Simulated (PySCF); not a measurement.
**Two-component Hartree-Fock for La²⁺ (lanthanum, charge +2)**

Start: [Xe] 5d1; 5d5/2 filled at m_j = +5/2. Calculated with PySCF 2.14 in x2c-TZVPPall-2c: generalised Hartree-Fock with the X2C-1e Hamiltonian and a Gaussian nucleus; one run each with spin-orbit coupling (SO) screened by Boettger's factors, then bare. This is a chosen level, not necessarily the ground level.

```json
{"spinor shell": "1s1/2", "electrons": "2", "ε, screened SO (eV)": "-39129.0", "ε, bare SO (eV)": "-39128.5", "weight of nominal j (bare SO)": "1.000", "rms radius, bare SO (bohr)": "0.0286"}
{"spinor shell": "2s1/2", "electrons": "2", "ε, screened SO (eV)": "-6347.5", "ε, bare SO (eV)": "-6347.3", "weight of nominal j (bare SO)": "1.000", "rms radius, bare SO (bohr)": "0.116"}
{"spinor shell": "2p1/2", "electrons": "2", "ε, screened SO (eV)": "-5973.6", "ε, bare SO (eV)": "-5985.2", "weight of nominal j (bare SO)": "1.000", "rms radius, bare SO (bohr)": "0.0999"}
{"spinor shell": "2p3/2", "electrons": "4", "ε, screened SO (eV)": "-5557.0", "ε, bare SO (eV)": "-5552.4", "weight of nominal j (bare SO)": "1.000", "rms radius, bare SO (bohr)": "0.106"}
{"spinor shell": "3s1/2", "electrons": "2", "ε, screened SO (eV)": "-1413.6", "ε, bare SO (eV)": "-1413.6", "weight of nominal j (bare SO)": "1.000", "rms radius, bare SO (bohr)": "0.303"}
{"spinor shell": "3p1/2", "electrons": "2", "ε, screened SO (eV)": "-1254.7", "ε, bare SO (eV)": "-1257.0", "weight of nominal j (bare SO)": "1.000", "rms radius, bare SO (bohr)": "0.295"}
{"spinor shell": "3p3/2", "electrons": "4", "ε, screened SO (eV)": "-1171.3", "ε, bare SO (eV)": "-1170.4", "weight of nominal j (bare SO)": "1.000", "rms radius, bare SO (bohr)": "0.308"}
{"spinor shell": "3d3/2", "electrons": "4", "ε, screened SO (eV)": "-895.68", "ε, bare SO (eV)": "-897.95", "weight of nominal j (bare SO)": "1.000", "rms radius, bare SO (bohr)": "0.279"}
{"spinor shell": "3d5/2", "electrons": "6", "ε, screened SO (eV)": "-878.08", "ε, bare SO (eV)": "-876.60", "weight of nominal j (bare SO)": "1.000", "rms radius, bare SO (bohr)": "0.283"}
{"spinor shell": "4s1/2", "electrons": "2", "ε, screened SO (eV)": "-315.07", "ε, bare SO (eV)": "-315.07", "weight of nominal j (bare SO)": "1.000", "rms radius, bare SO (bohr)": "0.694"}
{"spinor shell": "4p1/2", "electrons": "2", "ε, screened SO (eV)": "-254.10", "ε, bare SO (eV)": "-254.60", "weight of nominal j (bare SO)": "1.000", "rms radius, bare SO (bohr)": "0.719"}
{"spinor shell": "4p3/2", "electrons": "4", "ε, screened SO (eV)": "-236.25", "ε, bare SO (eV)": "-236.05", "weight of nominal j (bare SO)": "1.000", "rms radius, bare SO (bohr)": "0.746"}
{"spinor shell": "4d3/2", "electrons": "4", "ε, screened SO (eV)": "-133.94", "ε, bare SO (eV)": "-134.36", "weight of nominal j (bare SO)": "1.000", "rms radius, bare SO (bohr)": "0.819"}
{"spinor shell": "4d5/2", "electrons": "6", "ε, screened SO (eV)": "-130.86", "ε, bare SO (eV)": "-130.60", "weight of nominal j (bare SO)": "1.000", "rms radius, bare SO (bohr)": "0.831"}
{"spinor shell": "5s1/2", "electrons": "2", "ε, screened SO (eV)": "-61.660", "ε, bare SO (eV)": "-61.666", "weight of nominal j (bare SO)": "1.000", "rms radius, bare SO (bohr)": "1.67"}
{"spinor shell": "5p1/2", "electrons": "2", "ε, screened SO (eV)": "-42.525", "ε, bare SO (eV)": "-42.604", "weight of nominal j (bare SO)": "0.985", "rms radius, bare SO (bohr)": "1.85"}
{"spinor shell": "5p3/2", "electrons": "4", "ε, screened SO (eV)": "-40.125", "ε, bare SO (eV)": "-40.102", "weight of nominal j (bare SO)": "0.992", "rms radius, bare SO (bohr)": "1.93"}
{"spinor shell": "5d5/2", "electrons": "1", "ε, screened SO (eV)": "-18.299", "ε, bare SO (eV)": "-18.279", "weight of nominal j (bare SO)": "1.000", "rms radius, bare SO (bohr)": "2.86"}
```

```json
{"quantity": "E (hartree)", "screened SO": "-8490.57575", "bare SO": "-8490.85841"}
{"quantity": "M_J", "screened SO": "5/2", "bare SO": "5/2"}
{"quantity": "⟨J²⟩", "screened SO": "8.761", "bare SO": "8.761"}
{"quantity": "⟨L²⟩", "screened SO": "6.047", "bare SO": "6.051"}
{"quantity": "⟨S²⟩", "screened SO": "0.791", "bare SO": "0.795"}
```

Each row is a mean over spinors that exchange with the open shell spreads, by up to 2.410 eV (5p3/2).

Breit and QED terms are absent; they matter most for the inner s and p1/2 levels.

Densities and radii are taken from the X2C orbitals without a picture-change correction, which distorts them close to the nucleus.
